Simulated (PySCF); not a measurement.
CH8BSb.
Bonds: C1–B2, B2–Sb3. Hydrogens: H4, H5, H6 on C1; H7, H8 on B2; H9, H10, H11 on Sb3.

Method used: PBE0-D3(BJ)/def2-SVP geometry optimisation, gas phase, def2 core potentials past Kr (PySCF 2.14.0).

Q: How far are the bound atoms from Sb3?

A: 4 atoms: H10 1.700 Å, H9 1.703 Å, H11 1.704 Å, B2 2.352 Å. The nearest atom not counted as bound is H8, at 2.77 Å (others tie with it).

Q: List the angles at Sb3.

A: 
| angle | degrees | distance of the outer atoms (Å) |
| --- | --- | --- |
| B2–Sb3–H11 | 122.5 | 3.57 |
| B2–Sb3–H9 | 122.1 | 3.56 |
| B2–Sb3–H10 | 117.4 | 3.48 |
| H9–Sb3–H10 | 96.4 | 2.54 |
| H10–Sb3–H11 | 96.4 | 2.54 |
| H9–Sb3–H11 | 96.0 | 2.53 |

Q: Describe the arrangement about Sb3 in numbers.

A: Angles from 96.0° to 122.5°; τ4 = (360° − α − β)/141° = 0.82 with α and β the two widest (0 for a square, 1 for a tetrahedron).

Q: What are the other bond lengths?

A: C1–B2 1.600 Å; C1–H4, C1–H5, C1–H6 1.103 Å; B2–H7, B2–H8 1.223 Å.

Q: Give some angles away from the centre.

A: C1–B2–Sb3 108.9°.

Q: What are the rotational constants (commonest isotopes, rigid rotor)?

A: A = 19293, B = 2566, C = 2416 MHz: a near-prolate asymmetric top.

Point group: Cs (tolerance 0.08 Å). Charge 0, singlet. Not checked by PBE0-D3(BJ)/def2-SVP frequencies.
